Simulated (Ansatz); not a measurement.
Abstraction of F: CH7FSi2 + SiH(SiH3)F → SiH2(CH3)(SiH2) + SiH(SiH3)F2

Species: CH7FSi2 `C[SiH2][SiH2]F`, singlet; SiH(SiH3)F, doublet; SiH2(CH3)(SiH2), doublet; SiH(SiH3)F2, singlet. A radical takes F: the energy is the difference in strength between two Si–F bonds in different surroundings.

Shapes, held fixed at every level: PBE0-D4/def2-TZVP. Flexible molecules stand in one conformer, not always the lowest. Programs: Ansatz 0.2.0. The zero-point and thermal change to 298 K, harmonic and unscaled (PBE0-D4/def2-TZVP), is -1.0 kJ/mol.

```json
{"level": "MP2/def2-SVP", "kind": "perturbation theory", "ΔH(298 K) (kJ/mol)": "-45.3", "less CCSD(T)/CBS estimate": "-5.0"}
{"level": "MP2/def2-TZVPP", "kind": "perturbation theory", "ΔH(298 K) (kJ/mol)": "-42.2", "less CCSD(T)/CBS estimate": "-1.9"}
{"level": "HF/def2-TZVPP", "kind": "Hartree–Fock", "ΔH(298 K) (kJ/mol)": "-37.8", "less CCSD(T)/CBS estimate": "+2.5"}
{"level": "r2SCAN-D4/def2-TZVPP", "kind": "meta-GGA", "ΔH(298 K) (kJ/mol)": "-40.1", "less CCSD(T)/CBS estimate": "+0.2"}
{"level": "r2SCAN0-D4/def2-TZVPP", "kind": "global hybrid", "ΔH(298 K) (kJ/mol)": "-41.5", "less CCSD(T)/CBS estimate": "-1.2"}
{"level": "wB97X-V/def2-TZVPP", "kind": "range-separated hybrid", "ΔH(298 K) (kJ/mol)": "-35.9", "less CCSD(T)/CBS estimate": "+4.4"}
{"level": "CCSD(T)/CBS estimate", "kind": "coupled cluster or CI", "ΔH(298 K) (kJ/mol)": "-40.3", "less CCSD(T)/CBS estimate": "0.0"}
```

The highest level, CCSD(T)/CBS estimate, gives ΔH(298 K) = -40.3 kJ/mol; the levels span -45.3 to -35.9. The column of differences is taken from that level and isn't an error. No measured value is set beside it here. Open shells run unrestricted. The CBS estimate extrapolates MP2 from def2-TZVPP and def2-QZVPP and adds CCSD(T) − MP2 in the triple-zeta set, cores frozen.
